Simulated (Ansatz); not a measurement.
Harmonic frequencies (cm⁻¹) at PBE0-D4/def2-TZVP from Ansatz: 13, 69, 81, 82, 94, 101, 114, 115, 126, 126, 149, 164, 222, 273, 291, 300, 409, 418, 601, 603, 744, 756, 759, 764, 1232, 1233, 1446, 1447, 1447, 1448, 3066, 3067, 3160, 3160, 3167, 3167.

(1) Which molecule is it?
A. `[CH3][Ga@H-]1[OH+][Ga@@H-]([CH3])[OH+]1`
B. `[F][Ga-]1([F])[OH+][Ga-]([F])([F])[OH+]1`
C. `C[O+]1[In@H-]([F])[O+](C)[In@@H-]1[F]`
D. `[CH3][Ga@-]1([Cl])[Cl+][Ga@@-]([CH3])([Cl])[Cl+]1`

Answers

(1) D.
